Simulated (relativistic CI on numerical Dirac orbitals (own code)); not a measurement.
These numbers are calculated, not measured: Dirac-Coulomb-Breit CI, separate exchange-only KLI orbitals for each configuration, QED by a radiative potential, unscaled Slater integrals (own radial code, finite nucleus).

CI space (outside the closed core [Ar] 3d10): 4s²4p⁶4d⁵, 4s²4p⁵4d⁶, 4s²4p⁶4d⁴4f, 4s4p⁶4d⁶, 4s²4p⁶4d⁴5s, 4s²4p⁵4d⁵4f, 4s²4p⁶4d⁴5p, 4s4p⁶4d⁵4f, 4s²4p⁶4d³4f5s, 4s²4p⁶4d⁴5d, 4s²4p⁶4d³5s5p, 4s²4p⁵4d⁵5s, 4s²4p⁶4d⁴5f, 4s²4p⁶4d⁴6s, 4s²4p⁶4d⁴6p, 4s²4p⁶4d⁴5g, 4s²4p⁶4d⁴6f, 4s²4p⁶4d⁴7p, 4p⁶4d⁶5p, 4p⁶4d⁷, 4p⁵4d⁸, 4p⁵4d⁷4f, 4s²4p⁶4d³5s², 4s²4p⁶4d²4f5s², 4s²4p⁵4d³4f5s², 4s²4p⁶4d²5s²5p. Double excitations out of closed p, d and f shells are left out; levels of such configurations are missing from the list, as are those of other unlisted configurations, and high levels can miss mixing partners. These lack a partner that the ground configuration has and come out too high: 4s²4p⁵4d⁵5s.

At this charge energies of transitions that change n are usually good to better than 1 %, and those within a shell (Δn = 0) to a few per cent. Terms inside the open d or f shell come out 10 to 20 % too wide with unscaled integrals. Levels and lines within the n = 5 or 6 shells can be off by up to 10 % or somewhat more, and those that change n by about 2 %, since core polarisation is missing.

Outline of the computed level scheme of Cs XV. Lowest level of each configuration: 4s²4p⁶4d⁵ ⁶S5/2 at 0.0000 eV; 4s²4p⁵4d⁶ ⁶F°11/2 at 88.9592 eV.

Some strong electric-dipole decays among the lowest 45 levels: 4s²4p⁵4d⁶ ⁶P°3/2 → 4s²4p⁶4d⁵ ⁶S5/2 (9.4e+09 s⁻¹); 4s²4p⁵4d⁶ ⁶P°5/2 → 4s²4p⁶4d⁵ ⁶S5/2 (4.1e+09 s⁻¹); 4s²4p⁵4d⁶ ⁴P°5/2 → 4s²4p⁶4d⁵ ⁶S5/2 (3.7e+09 s⁻¹); 4s²4p⁵4d⁶ ⁶D°7/2 → 4s²4p⁶4d⁵ ⁶S5/2 (3.0e+09 s⁻¹); 4s²4p⁵4d⁶ ⁶F°7/2 → 4s²4p⁶4d⁵ ⁶S5/2 (1.2e+09 s⁻¹); 4s²4p⁵4d⁶ ⁴F°9/2 → 4s²4p⁶4d⁵ ⁴G11/2 (4.8e+08 s⁻¹); 4s²4p⁵4d⁶ ⁶F°7/2 → 4s²4p⁶4d⁵ ⁴G5/2 (4.6e+08 s⁻¹); 4s²4p⁵4d⁶ ⁶F°7/2 → 4s²4p⁶4d⁵ ⁴G9/2 (3.3e+08 s⁻¹).

LS names give the leading component of a level, which can be under half, so a name can repeat, a term be missing and a line seem to break the LS rules.
